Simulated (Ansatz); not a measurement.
Consider the ligand exchange at a Ge–N bond: `C[NH][Ge]([O]C)([O]C)[O]C` + `C[SeH]` → `C[O][Ge]([O]C)([O]C)[Se]C` + CH₃NH₂.

Program: Ansatz. Geometries: PBE0-D4/def2-TZVP. ΔE: electronic, gas phase. CCSD(T)/CBS is the MP2 limit (def2-TZVPP, def2-QZVPP) plus CCSD(T) − MP2 in def2-TZVPP, frozen cores. Functionals use def2-TZVPP. B3LYP here is the variant with VWN-RPA as its local correlation; programs differ in this. For Ge, Se outer-core shells are correlated without core-valence functions, which leaves a few kJ/mol of doubt a bond. Scalar relativity is left out up to krypton. Each species was taken in one conformer, which may not be the lowest.

`C[NH][Ge]([O]C)([O]C)[O]C`:

```xyz
22

C     0.871   -2.441   -0.183
N    -0.246   -1.618   -0.605
Ge   -0.442    0.107   -0.124
O    -1.437    0.445    1.294
C    -1.143   -0.241    2.490
O    -1.285    1.042   -1.348
C    -0.759    1.068   -2.658
O     1.211    0.666    0.142
C     1.421    2.000    0.555
H     1.099   -3.193   -0.944
H     1.756   -1.815   -0.066
H     0.700   -2.960    0.769
H    -1.104   -2.128   -0.746
H    -1.210   -1.330    2.369
H    -1.877    0.063    3.239
H    -0.143    0.000    2.871
H    -0.562    0.061   -3.044
H     0.171    1.644   -2.711
H    -1.499    1.548   -3.302
H     2.489    2.128    0.741
H     1.114    2.717   -0.215
H     0.876    2.235    1.476
```

`C[SeH]`:

Cartesian coordinates in Å:
```
C 0.002 0.148 0.525
Se 0.545 0.256 -1.343
H -1.064 0.336 0.625
H 0.556 0.930 1.043
H 0.268 -0.819 0.946
H -0.307 -0.851 -1.797
```

`C[O][Ge]([O]C)([O]C)[Se]C`:

Cartesian coordinates in Å:
```
C 2.564 -0.583 0.653
O 1.596 -0.348 -0.347
Ge -0.077 -0.083 0.137
O -0.742 -1.488 0.975
C -0.710 -2.743 0.325
O -0.839 0.155 -1.434
C -2.227 0.406 -1.486
Se -0.362 1.699 1.598
C 0.447 3.006 0.379
H 3.543 -0.595 0.168
H 2.411 -1.547 1.151
H 2.565 0.201 1.420
H -1.271 -2.731 -0.616
H -1.168 -3.474 0.994
H 0.315 -3.065 0.108
H -2.518 1.252 -0.851
H -2.481 0.644 -2.520
H -2.812 -0.469 -1.177
H -0.121 3.061 -0.546
H 1.482 2.741 0.175
H 0.406 3.963 0.896
```

CH₃NH₂:

Cartesian coordinates in Å:
```
C 0.070 0.140 -0.546
N 0.090 0.036 0.903
H -0.544 -0.613 -1.064
H 1.089 0.059 -0.930
H -0.301 1.126 -0.834
H 0.441 -0.868 1.191
H -0.845 0.119 1.280
```

(1) Is it downhill or uphill in electronic energy at CCSD(T)/CBS, and by how much? (Estimate.)

(2) What do these levels give: PBE-D4, B2PLYP, B3LYP, MP2/def2-TZVPP, SCS-MP2/def2-TZVPP, CCSD/def2-TZVPP? (An estimate is asked.)

Largest T1 diagnostic among the species: 0.011.

## Answers

(1) The calculation gave: Downhill: ΔE = -48.6 kJ/mol.

(2) The calculation gave: PBE-D4 -58.9, B2PLYP -47.0, B3LYP -46.8, MP2/def2-TZVPP -49.8, SCS-MP2/def2-TZVPP -45.0, CCSD/def2-TZVPP -41.0 kJ/mol.

In def2-TZVPP, CCSD(T) changes the Hartree–Fock value by −10.2 kJ/mol (the triples alone add −3.0 kJ/mol) and MP2 by −16.0 kJ/mol. The D4 term adds −5.5 kJ/mol with B3LYP and −3.0 kJ/mol with PBE0; it sums over pairs of atoms, weighted by their polarisabilities, and B3LYP, whose exchange is more repulsive, gets the larger term.
